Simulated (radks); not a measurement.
Task: The mean radii <r> (bohr) of the occupied orbitals of an atom or ion are listed with their occupations. Method: scalar-relativistic Kohn-Sham, r2SCAN, spin-polarised, spherical densities, finite nucleus; meta-GGA in the generalised Kohn-Sham scheme; Fermi nuclear charge, rms radius of each element as measured or else 0.836 A^(1/3) + 0.57 fm; computed with a radial shooting solver on a logarithmic mesh with Libxc functionals.

| orbital | occ. | <r> |
|---|---|---|
| 1s up | 1 | 0.04602 |

Name the element and its charge. Open shells, if any, are filled with parallel spins first.

Result: Z = 32, germanium, charge +31: Ge31+ in 1s1. The 1s radius gives Z: for a bare nucleus <r> = (2 gamma + 1)/(2Z) with gamma = sqrt(1 - (Z/c)^2), 0.04601 bohr for Z = 32, and the self-interaction of the functional makes it slightly larger (0.04602 here). The occupations add up to 1, and the charge is Z minus that.
